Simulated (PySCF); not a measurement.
```xyz
7

O     -0.7312     1.2017     0.0043
B      0.1591     0.1647    -0.0019
O      1.4778     0.4976    -0.0147
O     -0.1770    -1.1699     0.0038
H     -1.6537     0.9491     0.0138
H      2.0393    -0.2798    -0.0181
H     -1.1144    -1.3634     0.0127
```

Charge 0, multiplicity 1.

Task: Give the Mulliken and meta-Löwdin atomic charges from PBE0-D4/def2-TZVP run with PySCF 2.14.0.

Result: 
| atom | Mulliken (e) | meta-Löwdin (e) |
|---|---|---|
| O1 | -0.43 | -0.54 |
| B2 | 0.36 | 0.58 |
| O3 | -0.43 | -0.54 |
| O4 | -0.45 | -0.56 |
| H5 | 0.31 | 0.35 |
| H6 | 0.33 | 0.36 |
| H7 | 0.31 | 0.35 |
